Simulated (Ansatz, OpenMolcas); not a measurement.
## AsH3 (arsine): methods side by side

AsH3 has 4 atoms, charge 0, and is taken as a singlet. SMILES: `[AsH3]`. Geometry: relaxed at PBE0-D4/def2-TZVP.

```xyz
4

As   -0.2158    0.4876   -0.3460
H     0.3499    0.6303    1.0594
H    -1.0680   -0.7055    0.0611
H     0.9339   -0.4125   -0.7745
```

Each level gives the vertical energy of the triplet above the singlet (eV). The values are calculated.

```json
{"level": "SVWN5/cc-pVTZ", "kind": "LDA", "program": "Ansatz", "value (eV)": "6.10", "CPU time (all runs)": "65 s"}
{"level": "BLYP/cc-pVTZ", "kind": "GGA", "program": "Ansatz", "value (eV)": "5.97", "CPU time (all runs)": "93 s"}
{"level": "TPSS/cc-pVTZ", "kind": "meta-GGA", "program": "OpenMolcas", "value (eV)": "5.87", "CPU time (all runs)": "87 s"}
{"level": "wB97X/cc-pVTZ", "kind": "range-separated hybrid", "program": "Ansatz", "value (eV)": "6.23", "CPU time (all runs)": "3.7 min"}
{"level": "PBE-QIDH/cc-pVTZ", "kind": "double hybrid", "program": "Ansatz", "value (eV)": "5.96", "CPU time (all runs)": "43 s"}
{"level": "CASPT2(8,7)/cc-pVTZ", "kind": "multireference", "program": "OpenMolcas", "value (eV)": "6.16", "CPU time (all runs)": "14 s"}
{"level": "MC-PDFT[ftPBE](8,7)/cc-pVTZ", "kind": "multireference", "program": "OpenMolcas", "value (eV)": "6.11", "CPU time (all runs)": "13 s"}
{"level": "BCCD(T)/cc-pVTZ", "kind": "coupled cluster or CI", "program": "Ansatz", "value (eV)": "6.05", "CPU time (all runs)": "75 s"}
{"level": "FCI/STO-3G", "kind": "exact in the basis", "program": "Ansatz", "value (eV)": "8.96", "CPU time (all runs)": "2.2 s"}
```

All-electron rows without a relativistic Hamiltonian named are non-relativistic. The values span 5.87 to 8.96 eV. A triplet this far above the singlet is often a Rydberg-like or dissociative state; sets without diffuse functions put Rydberg states too high. High-level rows in very small sets aren't better than simpler rows in larger ones. In the correlated wave-function rows the outer d shell of As is correlated, in sets not made for it. Times are those of the runs behind each value, whatever else they computed, on shared processors of several kinds: orders of magnitude only.
